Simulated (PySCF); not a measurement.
# Core-level binding energies of (KOH)2 ring

Species: (KOH)2 ring, H2K2O2.
Bonds: K1–O2, K1–O4, O2–K3, K3–O4. Hydrogens: H5 on O2; H6 on O4.

The calculation used delta-SCF UKS SCAN, pcX-2 on the ionised atom, pcseg-1 elsewhere, spin-free X2C (PySCF). Binding energies are ΔSCF values: E(core-ionised, relaxed orbitals) − E(ground state) at a fixed geometry, referred to the vacuum level.

Task: What binding energy does each computed site have?

Result: 
```json
{"atom(s)": "O2/O4", "bonded to": "H and 2 K", "level": "O 1s", "binding energy (eV)": "534.08", "count": "2"}
```

Task: Which photon energy gives electrons from O 1s of O2 (atom 2)/O4 a kinetic energy of 150 eV, and what is their de Broglie wavelength?

Result: hν = 534.08 + 150 = 684.08 eV, recoil neglected; λ = 12.264 Å/√(E/eV) = 1.00 Å.

Task: Which photon wavelength matches the O 1s of O2/O4 threshold?

Result: λ = hc/E = 12398.42 eV Å / 534.08 eV = 23.215 Å.

The first atom of each set that the bonding makes equivalent was ionised and stands for the set. No level of potassium is listed. Isolated species at its PBE0-D3(BJ)/def2-SVP geometry (one conformer only).
